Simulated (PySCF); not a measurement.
Static response to an electric field

Species: C5H5NO.
Cartesian coordinates in Å at the GFN2-xTB level; atoms count from 1:
```xyz
12
C5H5NO angstrom
O      2.454   -0.873    0.102
N      1.274   -0.453    0.052
C      0.231   -1.317    0.018
C     -1.070   -0.880   -0.037
C     -1.347    0.479   -0.060
C     -0.274    1.358   -0.025
C      1.011    0.875    0.030
H      0.502   -2.361    0.039
H     -1.866   -1.608   -0.063
H     -2.361    0.840   -0.102
H     -0.432    2.425   -0.041
H      1.880    1.513    0.059
```

Level: CAM-B3LYP/def2-SVPD (PySCF), static field, nuclei fixed, core orbitals frozen in the response. The polarisability tensor in these axes (au):

```
x   94.94 -7.00  2.23
y   -7.00 77.76 -0.61
z    2.23 -0.61 40.44
```

**Question.** What are the eigenvalues, a third of the trace, and Δα (Δα² = ½Σ(αi − αj)² over the three pairs)?

**Answer.** Principal values 40.34, 75.27 and 97.52 au; mean 71.05 au = 10.53 Å³ = 11.71 × 10⁻⁴⁰ C²·m²/J; Δα = 49.92 au (70 % of the mean).

**Question.** What is the dipole moment, and where does it point?

**Answer.** (-4.17, 1.48, -0.18) D, 4.43 D in size, pointing from the negative to the positive side. Measured along this direction, the outermost atoms are O1 at the negative end and H10 at the positive end.

**Question.** Find the Langevin capture rate constant for O2+ (31.990 u) meeting this molecule (95.037 u), k = 2.342 × 10⁻⁹ cm³/s × √(α in Å³ / reduced mass in u).

**Answer.** The reduced mass is 23.93 u, so k = 1.55 × 10⁻⁹ cm³/s. The formula leaves out the permanent dipole, which adds to the capture rate.

**Question.** Molar refractivity from α?

**Answer.** Lorentz–Lorenz: R = (4π/3)N_A α = 2.5225 cm³/(mol·Å³) × 10.53 Å³ = 26.6 cm³/mol, in the limit of long wavelengths.

**Question.** Give the eigenvalues of the traceless quadrupole moment Θ = ½Σq(3rr − r²1), origin at the centre of nuclear charge.

**Answer.** -9.54, -2.48, 12.02 D·Å. The values depend on the origin, since the dipole doesn't vanish. The electronic extent ⟨r²⟩ about the same centre is 618 bohr², a root-mean-square distance of 1.86 Å for the 50 electrons.

**Question.** In a dilute gas of rigid molecules at 250 K, how does the orientational term μ²/3kT compare with the electronic polarisability?

**Answer.** In Gaussian units μ²/3kT = 189.84 Å³ against 10.53 Å³, a ratio of 18.03; the Debye molar polarisation (4π/3)N_A(α + μ²/3kT) is 505.4 cm³/mol, leaving out the vibrational part.

Geometry: GFN2-xTB; no solvent, vibrations or thermal averaging.

The run behind these numbers computed excited states as well. On one thread of an Arm Neoverse N1, on a shared host, this took 41 s wall.
